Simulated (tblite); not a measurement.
C3H2F5O2 (doublet state).
SMILES with atom numbers: `[O:1][C@@H:2]([OH:3])[C:4]([F:5])([F:6])[C:7]([F:8])([F:9])[F:10]` (hydrogens: H11 on C2; H12 on O3)

Cartesian coordinates in Å at the GFN2-xTB level; atoms count from 1:
```
atom  x, y, z in Å
O1     1.295   -0.270    1.332
C2     1.225    0.049    0.110
O3     1.430   -0.910   -0.859
C4    -0.218    0.741   -0.234
F5    -0.318    1.918    0.388
F6    -0.320    0.968   -1.546
C7    -1.358   -0.196    0.245
F8    -1.516   -0.114    1.556
F9    -2.510    0.143   -0.331
F10   -1.112   -1.466   -0.066
H11    1.883    0.921   -0.172
H12    1.520   -1.784   -0.448
```

Level: GFN2-xTB in tblite, geometry and Hessian alike; calculated harmonic values, unscaled, isolated species. This tight-binding method is rough: wavenumbers can miss measured ones by several per cent, in bad cases by 10 to 20. One conformer, not necessarily the lowest. Open shells enter through the occupations alone, without spin polarisation, and single modes of such species can be off by tens of per cent.

Harmonic wavenumbers (cm⁻¹): 35.7, 74.2, 131.8, 180.3, 188.0, 251.7, 306.9, 324.8, 347.9, 367.4, 441.8, 470.8, 534.4, 548.8, 584.0, 606.7, 682.1, 815.1, 1010.8, 1078.3, 1095.4, 1106.4, 1121.2, 1133.3, 1137.0, 1194.7, 1206.3, 1378.5, 2547.6, 3458.5.

A = 1745, B = 1262, C = 1170 MHz; mass 164.997 u (most abundant isotopes); point group C1, symmetry number 1; spin multiplicity 2.

**Question.** Zero-point energy?

**Answer.** ½Σν̃ = 12180 cm⁻¹ = 145.71 kJ/mol.

**Question.** Give the ideal-gas entropy at 500 K and 1 bar in the rigid-rotor, harmonic-oscillator model (classical rotation).

**Answer.** Translation 183.28, rotation 128.68, vibration 193.54, spin (R ln 2) 5.76: S = 511.3 J/(mol K).

**Question.** And Cp and H(500 K) − H(0)?

**Answer.** Cp = 202.17 J/(mol K), of which vibrations give 168.91 (their classical limit is 30 R = 249.4); H(500 K) − H(0) = 65.06 kJ/mol without the zero-point energy, 48.43 from vibrations.

**Question.** Blend soft modes into free rotors: weight 1/[1 + (100 cm⁻¹/ν̃)⁴] for the oscillator and the rest for a rotor with moment μB/(μ + B), μ = h/(8π²ν), B = 10⁻⁴⁴ kg m². What vibrational entropy results?

**Answer.** 179.12 J/(mol K) in place of 193.54, which changes −T·S at 500 K by +7.21 kJ/mol.

**Question.** Which modes carry the vibrational entropy at 500 K?

**Answer.** 35.7 cm⁻¹: 27.24; 74.2 cm⁻¹: 21.17; 131.8 cm⁻¹: 16.43; 180.3 cm⁻¹: 13.86; 188.0 cm⁻¹: 13.52; 251.7 cm⁻¹: 11.18 J/(mol K); the other 24 give 90.14 together.

Hindered rotation and anharmonicity are outside this model. Other conformers, if any are populated, would add a mixing term that is left out. The structure is chiral; the term R ln 2 for an equal mix with its mirror image is left out.
